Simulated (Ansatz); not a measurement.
Two isomers of C2H7NOSn: A = `C=[N][SnH]([CH3])[OH]`, B = `C[N](C)[Sn][OH]`.

Computed with Ansatz on PBE0-D4/def2-TZVP structures; ΔE is electronic, products minus reactants. CBS: MP2 limit from def2 TZ/QZ plus the TZ coupled-cluster correction, frozen cores. Functionals use def2-TZVPP. B3LYP here is the variant with VWN-RPA as its local correlation; programs differ in this. def2 core potentials past Kr. For Sn outer-core shells are correlated without core-valence functions, which leaves a few kJ/mol of doubt a bond. Each species was taken in one conformer, which may not be the lowest.

Problem. Which is lower in electronic energy at CCSD(T)/CBS, and by how much? (Best estimate.)

Solution. Ansatz gave: B, by 25.4 kcal/mol.

Problem. Give E(B) − E(A) in kcal/mol with MP2/def2-TZVPP, r2SCAN-D4, HF/def2-TZVPP, PBE0-D4, ωB97M-V, CCSD(T)/def2-TZVPP, B3LYP. (Best estimate.)

Solution. Ansatz gave: MP2/def2-TZVPP -27.3, r2SCAN-D4 -28.6, HF/def2-TZVPP -19.9, PBE0-D4 -29.8, ωB97M-V -26.2, CCSD(T)/def2-TZVPP -23.8, B3LYP -29.5. None reverses the order clearly.

Largest T1 diagnostic: 0.017.

From PBE to PBE0 (25 % exact exchange), in def2-TZVPP and without D4, E(B) − E(A) moves by +1.7 kcal/mol. The D4 term adds −1.3 kcal/mol with B3LYP and −0.6 kcal/mol with PBE0; it sums over pairs of atoms, weighted by their polarisabilities, and B3LYP, whose exchange is more repulsive, gets the larger term.
